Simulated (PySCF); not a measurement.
CH₃AlBrFO, SMILES C[O][Al]([F])[Br].

Geometry: B3LYP-D3(BJ)/def2-SVP. The structure was generated by enumeration; whether it is a known compound was not checked. The values are those of a single conformer.

Computed with IEF-PCM-B3LYP/def2-SVP in PySCF.

The values are the electrostatic part of the solvation free energy, E(continuum) − E(gas) at the gas-phase geometry, in a cavity of scaled van der Waals radii (PySCF's table); cavitation and dispersion terms are not included. A continuum can't describe solvent molecules that bind to the metal. In vacuum the orbital gap is 7.07 eV. The dipole moment in vacuum is 2.11 D.

| solvent | ε | ΔG(elec) (kcal/mol) | dipole (D) | gap (eV) |
|---|---|---|---|---|
| water | 78.36 | -6.3 | 2.38 | 7.15 |
| ethylethanoate | 5.99 | -4.8 | 2.32 | 7.12 |
| diethylether | 4.24 | -4.2 | 2.30 | 7.11 |
